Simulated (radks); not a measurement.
The beryllium ion Be2+ inside a hard spherical wall (all orbitals vanish at R), configuration held at [He] and not refilled when levels cross. Method: non-relativistic Kohn-Sham, r2SCAN, spin-polarised, spherical densities, point nucleus; meta-GGA in the generalised Kohn-Sham scheme; computed with a radial shooting solver on a logarithmic mesh with Libxc functionals. Eigenvalues in eV for spin up, with the zero of energy where the potential of the charges vanishes at infinity; a dash marks a level that is unbound or too diffuse for the functional's potential to be trusted. A positive occupied level is held by the wall or, in an anion where self-interaction has pushed it up, behind a barrier. The pressure on the wall is -dE/dV.

R (bohr),E (hartree),kinetic (hartree),e(1s),"e(2s, empty)","e(2p, empty)",pressure (GPa)
free,-13.65755,13.619,-134.52,-,-,0
15,-13.65755,13.619,-134.52,-,-,< 0.0001
7,-13.65755,13.619,-134.52,-,-,< 0.0001
6,-13.65755,13.619,-134.52,-,-,< 0.0001
3,-13.65754,13.620,-134.52,-6.672,-5.417,0.0187
2.5,-13.65733,13.622,-134.51,-0.049,-1.401,0.480
1.5,-13.59870,14.034,-132.60,68.929,36.702,329
